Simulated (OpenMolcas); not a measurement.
An atom or ion with 6 electrons was computed by XMS-CASPT2, IPEA 0.25 Eh, imaginary shift 0.1 Eh with spin-orbit coupling (OpenMolcas, ANO-RCC-VTZP, DKH2). The lowest levels that the run gave, each within 12 % of the measured value where one is at hand:

```csv
J,Parity,E (cm-1),g
0,even,0.0,
1,even,15.8,1.501
2,even,47.2,1.501
2,even,10140,1.000
0,even,23590,
```

Task: Which ion is it, and what are the configurations and terms?

Result: C (Z = 6, neutral; active space 2 electrons in 3 orbitals (2p)). J, parity and g give the terms where levels are pure, and mixed ones are named by the computed weights; the size of the splittings, set against known spectra of the 6-electron sequence, gives the charge. In order, with the measured energies in cm-1 (NIST Handbook of Basic Atomic Spectroscopic Data): 2s2 2p2 3P0, 2s2 2p2 3P1 (16.4), 2s2 2p2 3P2 (43.4), 2s2 2p2 1D2 (10193), 2s2 2p2 1S0 (21648).

CASPT2 does not keep the components of a term degenerate, so their means are used; among the terms shown or strongly mixed into the levels shown the widest spread is 450 cm-1 (2s2 2p2 1D). With the s shell closed, the reference lacks s² → p² mixing. Measured partners are found by configuration, term and J. A level has none where our copy of the source lacks it or the pairing is in doubt (some pairs that miss far off the trend of their configuration count as doubtful), and it then counts in no deviation. Levels of configurations outside the active space are missing.
